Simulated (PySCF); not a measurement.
Compound: C7H13NO.
Atom-mapped SMILES: `[CH3:1][CH2:2][C:3]([NH:4][CH:5]=[O:6])=[C:7]([CH3:8])[CH3:9]` (hydrogens: H10, H11, H12 on C1; H13, H14 on C2; H15 on N4; H16 on C5; H17, H18, H19 on C8; H20, H21, H22 on C9)

Method: PBE0-D3(BJ)/def2-SVP geometry optimisation, gas phase (PySCF 2.14.0); density fitting, grid level 1; the optimiser is geomeTRIC in internal coordinates, started from a GFN2-xTB structure with every atom displaced at random (about 0.01 Å).

Step 0: E = -10987.6966 eV
```
atom  x, y, z in Å  |  force x, y, z in eV/Å
C1      1.7408    0.0582    1.6939   -1.552   1.779  -0.215
C2      1.1960    0.8431    0.4679   -0.352  -0.478   0.795
C3     -0.1246    0.2731   -0.0120    2.066   1.059   0.597
N4     -1.2122    0.6627    0.7363   -2.581  -1.673   0.030
C5     -1.4796    1.7975    1.4086    0.334   1.239   0.570
O6     -0.7587    2.7676    1.5308   -0.186  -0.215  -0.073
C7     -0.2459   -0.6041   -1.0022   -0.864  -0.466  -0.787
C8     -1.6006   -1.0942   -1.4293   -0.341   0.196   0.794
C9      0.8803   -1.1745   -1.7707   -0.831  -0.133  -0.927
H10     2.6670    0.4965    2.0267    0.742   0.195   0.278
H11     1.0044    0.1575    2.5219    0.326  -0.183  -0.196
H12     1.8672   -0.9686    1.4593    0.259  -1.416  -0.243
H13     1.9102    0.8259   -0.3397    0.498  -0.016  -0.520
H14     1.0309    1.8926    0.7522    0.088  -0.088  -0.052
H15    -2.0127   -0.0101    0.7010    0.932   0.944   0.138
H16    -2.4794    1.7859    1.9032   -0.086  -0.260  -0.109
H17    -1.5463   -1.5785   -2.3939   -0.036  -0.314  -0.559
H18    -2.3402   -0.2771   -1.5039    0.059  -0.055  -0.018
H19    -2.0104   -1.8368   -0.7088    0.031   0.047  -0.205
H20     0.7356   -2.2547   -1.8533    0.163  -0.374   0.014
H21     1.8309   -0.9750   -1.3516    1.353   0.195   0.594
H22     0.8852   -0.8016   -2.8141   -0.025   0.017   0.094
```

Step 1: E = -10987.9026 eV
```
atom  x, y, z in Å  |  force x, y, z in eV/Å
C1      1.7356    0.0577    1.6995    0.069  -0.151  -0.109
C2      1.2055    0.8354    0.4935    0.093  -0.134   0.069
C3     -0.0997    0.2783    0.0023   -0.265   0.008   0.026
N4     -1.2560    0.6232    0.7584    0.490   0.211   0.070
C5     -1.5284    1.8267    1.3420   -0.292  -0.186  -0.140
O6     -0.8959    2.8483    1.2376    0.102   0.065   0.021
C7     -0.2558   -0.5984   -1.0117    0.032   0.117   0.000
C8     -1.6260   -1.0535   -1.4269   -0.050  -0.067  -0.131
C9      0.8880   -1.1743   -1.7858    0.190  -0.008   0.079
H10     2.6941    0.4689    2.0554   -0.029  -0.032  -0.039
H11     1.0285    0.1049    2.5401   -0.056  -0.002   0.035
H12     1.8805   -1.0122    1.4482    0.028   0.233   0.074
H13     1.9396    0.8206   -0.3273   -0.055   0.010   0.084
H14     1.0505    1.8870    0.7701    0.027   0.021  -0.056
H15    -1.9150   -0.1176    0.9525   -0.123  -0.048  -0.035
H16    -2.4760    1.7662    1.9324    0.011   0.020   0.068
H17    -1.5992   -1.5115   -2.4288   -0.017   0.031   0.065
H18    -2.3415   -0.2170   -1.4588   -0.002  -0.017   0.031
H19    -2.0420   -1.8187   -0.7454   -0.001  -0.031  -0.004
H20     0.7683   -2.2651   -1.8810    0.026  -0.058   0.013
H21     1.8739   -0.9859   -1.3299   -0.172  -0.008  -0.063
H22     0.9090   -0.7778   -2.8143   -0.007   0.027  -0.058
```

Q: Estimate the geometry and energy of step 2. (The exact step hangs on the optimiser's Hessian estimate; all steps are aligned on step 1, rigid shifts and turns removed.)

A: E = -10987.8997 eV, largest force 0.585 eV/Å
```
atom  x, y, z in Å  |  force x, y, z in eV/Å
C1      1.7373    0.0492    1.7157   -0.049  -0.003   0.004
C2      1.2306    0.8096    0.4912   -0.031   0.004   0.000
C3     -0.0895    0.2850   -0.0028   -0.134   0.235   0.043
N4     -1.2340    0.6647    0.7489   -0.276  -0.477   0.195
C5     -1.5626    1.8472    1.3429    0.496   0.015  -0.141
O6     -0.9254    2.8709    1.2835   -0.057   0.142   0.047
C7     -0.2606   -0.5912   -1.0159    0.050   0.004  -0.047
C8     -1.6282   -1.0741   -1.4203   -0.007   0.077   0.004
C9      0.8821   -1.1565   -1.8028    0.048  -0.087   0.031
H10     2.7018    0.4494    2.0635   -0.005   0.008  -0.008
H11     1.0251    0.1301    2.5519    0.002  -0.005  -0.009
H12     1.8683   -1.0227    1.4951    0.019   0.033  -0.002
H13     1.9682    0.7605   -0.3213    0.003   0.015   0.025
H14     1.1047    1.8720    0.7404   -0.006   0.053   0.002
H15    -1.9101   -0.0728    0.9082   -0.048  -0.008  -0.072
H16    -2.5140    1.7585    1.9251    0.007  -0.010  -0.074
H17    -1.6076   -1.5180   -2.4263    0.003   0.026   0.000
H18    -2.3645   -0.2556   -1.4276   -0.018  -0.004   0.010
H19    -2.0155   -1.8593   -0.7437    0.031  -0.006   0.004
H20     0.7863   -2.2522   -1.8855    0.017  -0.005   0.006
H21     1.8642   -0.9425   -1.3618   -0.025  -0.005  -0.028
H22     0.8814   -0.7667   -2.8362   -0.022  -0.001   0.011
```

The energy changes by +0.0030 eV. The first-order estimate −F·Δx gives -0.0334 eV and the mean of the old and new forces, exact on a quadratic surface, +0.0028 eV. The step makes an angle of 79° with the force vector and moves no atom by more than 0.067 Å. The energy falls at the start of this step and ends higher, so the step passed the lowest point of its straight line.

The cost below is that of the whole optimisation. The run took 5.1 min wall on an Arm Neoverse V2 with one thread, no GPU (shared host), and the process peaked at 0.88 GiB of memory.
